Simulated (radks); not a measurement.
All-electron calculation, non-relativistic Kohn-Sham, LB94 model potential, spin-polarised, spherical densities, point nucleus; open shells are filled with parallel spins first (spin-orbit coupling, left out, can overturn this in heavy ions). Program: a radial shooting solver on a logarithmic mesh with Libxc functionals. Response by self-consistent Sternheimer equations with the Hartree and adiabatic LDA kernel. For heavy and open-shell atoms this level of theory can miss by tens of per cent. Rank Nb2+, P+, I2+, I, Sr+, Te (NIST ground configurations) by static dipole polarisability, largest first.

Answer. Sr+ 73.48, Te 37.24, I 31.78, P+ 14.38, I2+ 14.21, Nb2+ 10.21 bohr^3.
